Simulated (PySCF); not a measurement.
C₆H₉N₃.
Z-matrix (Å and degrees, PBE0-D3(BJ)/def2-SVP geometry), rows numbered from 1:
```
C 
C   1  1.5236
C   2  1.4998  1  112.76
C   3  1.4042  2  122.84  1   126.99
N   4  1.3232  3  121.61  2   179.62
N   5  1.3146  4  119.24  3     0.11
C   6  1.3367  5  118.72  4     0.23
C   7  1.4920  6  117.09  5   179.32
N   3  1.3252  2  118.45  1   -53.02
H   1  1.1007  2  111.18  3   -64.77
H   1  1.0994  2  110.91  3   174.99
H   1  1.0992  2  110.08  3    54.79
H   2  1.1040  1  109.44  3  -119.31
H   2  1.1008  1  111.19  3   123.17
H   4  1.0943  3  121.87  2    -0.41
H   8  1.0960  7  110.08  6     6.63
H   8  1.0995  7  110.24  6   128.54
H   8  1.1012  7  109.85  6  -113.76
```

Computed with PySCF at PBE0/pcSseg-1, non-relativistic, on one gas-phase PBE0-D3(BJ)/def2-SVP geometry that isn't relaxed in the solvent. The solvent is an IEF-PCM continuum (Bondi radii, 1.10 Å for H, scaled by 1.2). Only the electrostatic response of the medium enters.

```json
{"run": "gas", "E − E(gas) (kcal/mol)": "0.00", "HOMO (eV)": "-6.70", "HOMO–LUMO gap (eV)": "4.82", "dipole (D)": "3.22"}
{"run": "P", "E − E(gas) (kcal/mol)": "-5.41", "HOMO (eV)": "-6.89", "HOMO–LUMO gap (eV)": "4.96", "dipole (D)": "4.01"}
{"run": "Q", "E − E(gas) (kcal/mol)": "-6.52", "HOMO (eV)": "-6.94", "HOMO–LUMO gap (eV)": "4.99", "dipole (D)": "4.18"}
```

Task: The runs were made in chloroform and dichloromethane. Which run belongs to which solvent?

Result: P = chloroform, Q = dichloromethane. The dielectric constants are 4.711 (chloroform), 8.93 (dichloromethane), and the energy falls further as ε rises. In this model the ground state sees the solvent through ε alone.

Task: How constant is the ratio of the lowering to (ε − 1)/(2ε + 1)?

Result: 
```
        solvent  (ε − 1)/(2ε + 1)  E − E(gas) (kcal/mol)  ratio (kcal/mol)  polarisation term (kcal/mol)
     chloroform             0.356                  -5.41             -15.2                         -6.17
dichloromethane             0.420                  -6.52             -15.5                         -7.64
```

The ratio changes by +2.1 % in size from chloroform to dichloromethane. The polarisation term is half the interaction of the solute with the induced surface charges.

Time: 48 s wall; peak memory 1.1 GiB. Hardware: one thread of an Arm Neoverse N1, shared host with 64 logical CPUs at a one-minute load of 46. This is the whole shielding run at PBE0/pcSseg-1 in dichloromethane, SCF included.
